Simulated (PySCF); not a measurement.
**Löwdin shares of the frontier orbitals**

Species: InH2Br.
Z-matrix (Å and degrees, PBE0-D3(BJ)/def2-SVP geometry), rows numbered from 1:
```
In
H   1  1.7148
H   1  1.7131  2  134.78
Br  1  2.4994  2  112.78  3   179.69
```

Theory: TDDFT B3LYP/def2-SVPD, vertical, gas phase, core orbitals frozen in the response, def2 core potentials past Kr (PySCF). Spin–orbit coupling is left out. The geometry optimisation had not met its thresholds, so the values belong to a structure short of the stationary point.

Kohn–Sham orbitals with the atoms that hold most of them (Löwdin shares over 4%, at most four atoms; ? is withheld):

```
orbital  ε (eV)                             atoms
 LUMO+2   -0.20  In1 58%, H2 14%, H3 14%, Br4 13%
 LUMO+1   -1.27  In1 39%, Br4 24%, H2 19%, H3 19%
   LUMO   -2.36                                 ?
   HOMO   -7.60    Br4 81%, In1 10%, H3 4%, H2 4%
 HOMO-1   -7.97                                 ?
 HOMO-2   -8.71    Br4 62%, In1 24%, H3 7%, H2 7%
 HOMO-3   -9.12  In1 37%, H2 24%, H3 24%, Br4 15%
```

(1) Which atoms hold the LUMO, and with what shares?

(2) Give the leading atoms of the HOMO-1.

(3) How does S1 compare with the orbital gap of 5.23 eV?

(4) Give energy, strength and leading configuration of S1, S2, S3, S4 and S6, and follow the Löwdin shares of the leading atoms from the occupied to the empty orbital.

Results:

(1) In1 (bonded to Br and 2 H) 69%; Br4 (bonded to In) 14%; H3 (bonded to In) 8%; H2 (bonded to In) 8%. By element: indium 69%, hydrogen 17%, bromine 14%.

(2) Br4 (bonded to In) 91%; In1 (bonded to Br and 2 H) 8%.

(3) S1 is at 4.24 eV (f = 0.0000), 0.99 eV below the gap, made of HOMO→LUMO (100%). 

(4) 
- S1 (4.24 eV, f 0.0000), HOMO→LUMO (100%): Br4 81% → 14%, In1 10% → 69%
- S2 (4.93 eV, f 0.031), HOMO-1→LUMO (95%): Br4 91% → 14%, In1 8% → 69%
- S3 (5.35 eV, f 0.0052), HOMO-2→LUMO (100%): Br4 62% → 14%, In1 24% → 69%
- S4 (5.43 eV, f 0.036), HOMO→LUMO+1 (96%): Br4 81% → 24%, In1 10% → 39%
- S6 (5.70 eV, f 0.021), HOMO-1→LUMO+1 (99%): Br4 91% → 24%, In1 8% → 39%

Löwdin shares depend on the basis, the more so with diffuse functions.
